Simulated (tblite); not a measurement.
Compound: C4H13BN2Si.
Atom-mapped SMILES: `[CH3:1][B:2]([CH3:3])[C@@H:4]1[CH2:5][NH:6][SiH2:7][NH:8]1` (hydrogens: H9, H10, H11 on C1; H12, H13, H14 on C3; H15 on C4; H16, H17 on C5; H18 on N6; H19, H20 on Si7; H21 on N8)

Computed with GFN2-xTB (tblite), gas phase: L-BFGS steps from a force-field or distance-geometry start until the largest atomic force falls under 0.01 eV/Å.

Step 3: E = -653.4453 eV
```
atom  x, y, z in Å  |  force x, y, z in eV/Å
C1      1.9454    1.0051   -0.6054    0.074  -0.014  -0.010
B2      1.2898   -0.1888    0.1642   -0.256   0.107   0.057
C3      2.1754   -1.2913    0.8358    0.132  -0.023  -0.005
C4     -0.2873   -0.2989    0.2839   -0.302   0.097  -0.036
C5     -0.9861   -0.5221   -1.0949    0.206  -0.007   0.403
N6     -2.3973   -0.2167   -0.9632    0.134   0.025   0.036
Si7    -2.5064    1.0665    0.2068   -0.312   0.044   0.122
N8     -0.9207    0.9116    0.8717    0.186  -0.372  -0.205
H9      1.2260    1.7110   -0.9966   -0.100   0.133  -0.062
H10     2.5458    0.6375   -1.4367    0.052   0.054  -0.003
H11     2.6223    1.5495    0.0483    0.088   0.055  -0.032
H12     2.8047   -1.7808    0.0984    0.122  -0.064  -0.015
H13     1.6043   -2.0570    1.3445   -0.049  -0.161   0.083
H14     2.8473   -0.8448    1.5647    0.095  -0.017   0.027
H15    -0.5972   -1.1398    0.9167    0.061  -0.260  -0.019
H16    -0.8316   -1.5506   -1.4158   -0.008  -0.086  -0.082
H17    -0.5516    0.1367   -1.8460   -0.054   0.150   0.045
H18    -2.8940   -1.0394   -0.6569   -0.149  -0.107  -0.180
H19    -3.4996    0.7334    1.2185   -0.330   0.057   0.042
H20    -2.6890    2.3587   -0.4166    0.051   0.146  -0.164
H21    -0.9091    0.8372    1.8782    0.359   0.241  -0.003
```

Step 4: E = -653.4724 eV
```
atom  x, y, z in Å  |  force x, y, z in eV/Å
C1      1.9436    1.0029   -0.6041    0.010   0.133  -0.048
B2      1.2873   -0.1860    0.1676   -0.199   0.043   0.043
C3      2.1748   -1.2897    0.8339    0.060  -0.101   0.055
C4     -0.2881   -0.2999    0.2846   -0.198  -0.140   0.083
C5     -0.9802   -0.5230   -1.0834    0.103  -0.034   0.049
N6     -2.3883   -0.2146   -0.9497   -0.083  -0.089  -0.090
Si7    -2.5189    1.0704    0.2112   -0.044  -0.024   0.075
N8     -0.9287    0.8936    0.8636    0.071   0.029   0.048
H9      1.2275    1.7140   -0.9979   -0.085   0.080  -0.035
H10     2.5463    0.6429   -1.4330    0.077  -0.029  -0.087
H11     2.6230    1.5491    0.0420    0.117   0.087   0.057
H12     2.8065   -1.7810    0.1041    0.152  -0.087  -0.127
H13     1.6087   -2.0592    1.3450   -0.071  -0.129   0.062
H14     2.8477   -0.8499    1.5611    0.149   0.067   0.112
H15    -0.5967   -1.1466    0.9135    0.096  -0.262  -0.008
H16    -0.8315   -1.5501   -1.4183   -0.003  -0.035  -0.025
H17    -0.5565    0.1390   -1.8406   -0.017   0.131   0.088
H18    -2.8971   -1.0393   -0.6673   -0.118  -0.058  -0.173
H19    -3.5088    0.7359    1.2173   -0.397   0.051   0.112
H20    -2.6863    2.3616   -0.4219    0.040   0.130  -0.138
H21    -0.8932    0.8469    1.8718    0.340   0.237  -0.053
```

Step 5: E = -653.4930 eV
```
atom  x, y, z in Å  |  force x, y, z in eV/Å
C1      1.9424    1.0038   -0.6040   -0.026   0.174  -0.046
B2      1.2823   -0.1833    0.1709   -0.040  -0.021   0.029
C3      2.1753   -1.2902    0.8334    0.028  -0.118   0.075
C4     -0.2917   -0.3037    0.2868   -0.041  -0.250   0.148
C5     -0.9745   -0.5244   -1.0747   -0.068  -0.041  -0.217
N6     -2.3829   -0.2141   -0.9411   -0.215  -0.152  -0.133
Si7    -2.5284    1.0726    0.2157    0.091  -0.060   0.031
N8     -0.9344    0.8813    0.8584   -0.036   0.263   0.193
H9      1.2272    1.7176   -0.9995   -0.049   0.038  -0.013
H10     2.5481    0.6464   -1.4318    0.050  -0.061  -0.095
H11     2.6256    1.5503    0.0383    0.092   0.086   0.083
H12     2.8106   -1.7827    0.1062    0.110  -0.062  -0.136
H13     1.6109   -2.0631    1.3464   -0.042  -0.070   0.025
H14     2.8506   -0.8526    1.5604    0.125   0.079   0.113
H15    -0.5947   -1.1566    0.9111    0.086  -0.251   0.020
H16    -0.8315   -1.5502   -1.4205    0.011   0.003   0.010
H17    -0.5605    0.1431   -1.8348    0.018   0.098   0.128
H18    -2.9016   -1.0405   -0.6782   -0.075   0.001  -0.171
H19    -3.5231    0.7388    1.2185   -0.369   0.065   0.094
H20    -2.6835    2.3659   -0.4283    0.038   0.043  -0.078
H21    -0.8750    0.8586    1.8661    0.312   0.236  -0.059
```

Step 6: E = -653.5193 eV
```
atom  x, y, z in Å  |  force x, y, z in eV/Å
C1      1.9410    1.0077   -0.6044   -0.044   0.146  -0.015
B2      1.2754   -0.1803    0.1759    0.187  -0.092   0.003
C3      2.1774   -1.2930    0.8341    0.015  -0.095   0.073
C4     -0.2972   -0.3125    0.2922    0.118  -0.250   0.157
C5     -0.9695   -0.5272   -1.0669   -0.269  -0.027  -0.384
N6     -2.3794   -0.2155   -0.9329   -0.302  -0.134  -0.144
Si7    -2.5397    1.0742    0.2222    0.153  -0.107  -0.018
N8     -0.9420    0.8698    0.8544   -0.094   0.348   0.289
H9      1.2254    1.7236   -1.0020    0.011  -0.012   0.018
H10     2.5510    0.6500   -1.4316   -0.023  -0.067  -0.055
H11     2.6305    1.5536    0.0349    0.022   0.063   0.073
H12     2.8177   -1.7859    0.1067    0.017  -0.004  -0.086
H13     1.6129   -2.0697    1.3487    0.025   0.019  -0.032
H14     2.8565   -0.8549    1.5613    0.051   0.050   0.067
H15    -0.5906   -1.1754    0.9087    0.047  -0.188   0.058
H16    -0.8310   -1.5505   -1.4234    0.026   0.030   0.022
H17    -0.5651    0.1507   -1.8246    0.061   0.054   0.153
H18    -2.9096   -1.0429   -0.6957   -0.043   0.036  -0.151
H19    -3.5493    0.7441    1.2215   -0.250   0.099  -0.004
H20    -2.6789    2.3720   -0.4381    0.038  -0.109   0.022
H21    -0.8446    0.8789    1.8585    0.254   0.241  -0.046
```

Question: Estimate the geometry and energy of step 7. (The exact step hangs on the optimiser's Hessian estimate; all steps are aligned on step 6, rigid shifts and turns removed.)

Answer: E = -653.5434 eV, largest force 0.456 eV/Å
```
atom  x, y, z in Å  |  force x, y, z in eV/Å
C1      1.9399    1.0134   -0.6050   -0.028   0.055   0.031
B2      1.2719   -0.1789    0.1808    0.304  -0.128  -0.026
C3      2.1810   -1.2971    0.8358    0.027  -0.034   0.043
C4     -0.3017   -0.3237    0.2995    0.168  -0.137   0.076
C5     -0.9698   -0.5302   -1.0642   -0.340   0.012  -0.304
N6     -2.3807   -0.2181   -0.9283   -0.295  -0.059  -0.125
Si7    -2.5492    1.0735    0.2285    0.140  -0.135  -0.031
N8     -0.9492    0.8632    0.8544   -0.066   0.209   0.253
H9      1.2234    1.7297   -1.0043    0.058  -0.049   0.046
H10     2.5531    0.6524   -1.4322   -0.101  -0.047   0.006
H11     2.6356    1.5581    0.0329   -0.056   0.035   0.039
H12     2.8248   -1.7890    0.1058   -0.067   0.046  -0.016
H13     1.6150   -2.0762    1.3506    0.086   0.084  -0.071
H14     2.8631   -0.8563    1.5632   -0.023  -0.001   0.012
H15    -0.5857   -1.1979    0.9079    0.008  -0.070   0.073
H16    -0.8301   -1.5508   -1.4262    0.024   0.037   0.001
H17    -0.5682    0.1596   -1.8122    0.083   0.019   0.138
H18    -2.9189   -1.0457   -0.7154   -0.043   0.031  -0.117
H19    -3.5795    0.7514    1.2239   -0.093   0.130  -0.130
H20    -2.6737    2.3758   -0.4473    0.034  -0.246   0.113
H21    -0.8099    0.9037    1.8513    0.181   0.246  -0.013
```

The energy changes by -0.0241 eV. The first-order estimate −F·Δx gives -0.0334 eV and the mean of the old and new forces, exact on a quadratic surface, -0.0243 eV. The step makes an angle of 64° with the force vector and moves no atom by more than 0.043 Å.

What follows is the cost of the whole relaxation. Time: 2.4 s of wall time. Hardware: Arm Neoverse N1, one thread, on a shared host.
